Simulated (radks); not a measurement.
Species: Co6+. Configuration: [Ar] 3d(3/2: 2, 5/2: 0) 4p(1/2: 1, 3/2: 0) (not the ground configuration). Calculated with a radial shooting solver on a logarithmic mesh with Libxc functionals: Dirac Kohn-Sham, BLYP, spin-unpolarised, spherical densities, finite nucleus; Fermi nuclear charge, rms radius 3.7875 fm. Some entries of the table are withheld. Estimate them.

orbital,occ.,eigenvalue (eV),<r> (bohr),r(max) (bohr)
1s1/2,2,(1),0.05620,0.03678
2s1/2,2,(2),0.2551,0.2132
2p1/2,2,-916.4548,0.2227,0.1703
2p3/2,4,-901.6397,0.2258,0.1729
3s1/2,2,-223.9009,(3),0.6516
3p1/2,2,-187.3645,0.7435,0.6485
3p3/2,4,-185.1473,0.7506,0.6548
3d3/2,2,-125.8105,(4),0.5925
3d5/2,0,-125.4893,(5),0.5942
4p1/2,1,(6),1.849,1.726
4p3/2,0,(7),1.861,1.739

Answer. 
(1) 1s1/2 eigenvalue (eV): -7725.986
(2) 2s1/2 eigenvalue (eV): -1035.638
(3) 3s1/2 <r> (bohr): 0.7314
(4) 3d3/2 <r> (bohr): 0.7592
(5) 3d5/2 <r> (bohr): 0.7612
(6) 4p1/2 eigenvalue (eV): -68.4151
(7) 4p3/2 eigenvalue (eV): -67.9622
